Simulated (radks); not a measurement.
Values are calculated unless marked as measured or tabulated.
Ionisation of Sr, [Kr] 5s2, to Sr+, [Kr] 5s1, under several functionals. Scalar-relativistic Kohn-Sham, spin-polarised, spherical densities, finite nucleus; open shells are filled with parallel spins first (spin-orbit coupling, left out, can overturn this in heavy ions); a radial shooting solver on a logarithmic mesh with Libxc functionals.

functional            E(Sr) (hartree)  Exc (hartree)  IE (eV)  -e(HOMO) (eV)  <r> HOMO (bohr)  IE error (eV)
MS2 meta-GGA              -3179.49891     -104.91193    5.546          3.619            4.440         -0.149
exchange-only r2SCAN      -3178.11967     -103.45409    4.644          3.030            4.579         -1.051
r2SCAN                    -3179.98270     -105.34572    5.427          3.580            4.405         -0.267

NIST Atomic Spectra Database: 5.695 eV (measured). Closest: MS2 meta-GGA. The Delta-SCF values span 0.90 eV, the total energies 1.86 hartree. The highest occupied level is 5s.
